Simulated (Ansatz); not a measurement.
Relaxation of BClF3H4N (10 atoms, charge 0, multiplicity 1), to a largest force component of 0.03 eV/Å in at most 50 steps.

Computed with RKS B3LYP/def2-SVP (Ansatz).

```xyz
10
Properties=species:S:1:pos:R:3
B 0.611 -2.070 0.504
Cl 1.835 -0.717 0.477
F 0.598 -2.930 -0.479
F -0.132 -2.233 1.566
H -1.321 0.016 -0.593
F -1.525 -0.877 -0.646
H 0.697 1.615 0.034
N -0.202 1.999 -0.264
H -0.026 2.587 -1.082
H -0.535 2.611 0.484
```

Question: Where does it end, and by what steps?

Answer: The forces met the threshold. After 27 steps the energy has fallen by 1.258 eV; F4 moved furthest, 1.40 Å. Parted: H5–F6 (0.92 → 1.73 Å). Joined: B1–F6 (2.70 → 1.42 Å), H5–N8 (2.30 → 1.05 Å).

```
step  energy less start (eV)  largest force component (eV/Å)  accepted
   0                  0.0000                           1.573       yes
   1                 -0.2114                           1.014       yes
   2                 -0.3806                           0.594       yes
   3                 -0.4420                           1.456       yes
   4                 -0.6020                           0.764       yes
   5                 -0.6913                           1.064       yes
   6                 -0.8214                           0.830       yes
   7                 -0.9686                           1.147       yes
   8                 -0.8637                           3.929        no
   9                 -1.0524                           0.856       yes
  10                 -1.1375                           0.367       yes
  11                 -1.1573                           0.575       yes
  12                 -1.1781                           0.214       yes
  13                 -1.1872                           0.241       yes
  14                 -1.1916                           0.176       yes
  15                 -1.1930                           0.049       yes
  16                 -1.1940                           0.032       yes
  17                 -1.1959                           0.153       yes
  18                 -1.1979                           0.138       yes
  19                 -1.2020                           0.405       yes
  20                 -1.2085                           0.405       yes
  21                 -1.2293                           0.084       yes
  22                 -1.2355                           0.078       yes
  23                 -1.2405                           0.543       yes
  24                 -1.2566                           0.128       yes
  25                 -1.2578                           0.080       yes
  26                 -1.2578                           0.036       yes
  27                 -1.2583                           0.013       yes
```

```xyz
10
Properties=species:S:1:pos:R:3
B 0.149 -1.471 0.153
Cl 1.922 -0.586 -0.050
F 0.311 -2.803 0.215
F -0.422 -0.891 1.280
H -0.728 0.659 -0.711
F -0.597 -1.049 -0.979
H 0.719 1.057 -0.074
N -0.288 1.411 -0.130
H -0.382 2.351 -0.517
H -0.683 1.321 0.812
```

Whether the end is a true minimum wasn't checked by a vibrational analysis.

Run time: 69 s on 2 threads of Intel(R) Xeon(R) Platinum 8488C (Sapphire Rapids) (shared host), peak memory 0.26 GiB.
